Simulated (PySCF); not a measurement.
## Structure elucidation problem

Molecular formula: C₅H₁₃FN₂Si₂. Simulated spectra:

¹H NMR (300 MHz, computed): δ 4.80 (s, 6H), 3.07 (m, 2H), 2.83 (m, 2H), 2.47 (s, 3H).

¹³C{¹H} NMR (computed): δ 158.4 (C), 104.1 (C), 51.7 (CH2), 39.2 (CH3), 31.2 (CH2).

- shieldings: GIAO PBE0/pcSseg-1
- coordinates at the GFN2-xTB level
- program: PySCF 2.14.0 with density-fitted response routines
- non-relativistic, averaged over atoms made equivalent by symmetry, fast rotation or ring inversion, a single conformation, isolated molecule

Referencing at the same level of theory: TMS for ¹H and ¹³C.

Problem. What is the structure?

Solution. 
- Rings plus π bonds: 2 (1 ring in the answer).
- 5 carbon signals for 5 carbons: no two carbons are equivalent.
- Carbon types of the structure: 2 × C, 2 × CH2, 1 × CH3, leaving 6 H on heteroatoms.
- δC 158.4, 104.1: alkene carbon bearing nitrogen.
- δC 51.7: sp3 CH2 bonded to N; deshielded by the electronegative neighbour.
- δC 39.2: methyl carbon bonded to N; deshielded by the electronegative neighbour.
- δC 31.2: allylic sp3 CH2; a saturated carbon with 2 carbon neighbours and no heteroatom attached.
- δH 3.07: hydrogen on an sp3 CH2 bonded to N; its carbon carries N, which withdraws density.
- δH 2.83: hydrogen on an allylic sp3 CH2; allylic position.
- δH 2.47: hydrogen on a methyl carbon bonded to N; its carbon carries N, an electronegative neighbour.

These data were computed for `CN1CCC(N([SiH3])[SiH3])=C1F`.

The data come from this structure; uniqueness wasn't tested.

Splittings by ¹⁹F in the carbon and heteronuclear signals aren't shown, as no couplings were computed. Shifts are as computed. Against solution values, carbons near 30 ppm lie about +3 ppm off and those near 130 ppm about +5 ppm. Of 1211 compounds with measured shifts, 218 miss one by over three times the rms of a fit or turn the order of signals round; such compounds aren't used in these exercises. No couplings were computed; multiplicities are counted from neighbouring protons, with m where these are inequivalent, close in shift, in a saturated or five-membered ring or joined by F or P, and br s for small geminal =CH2 splittings.
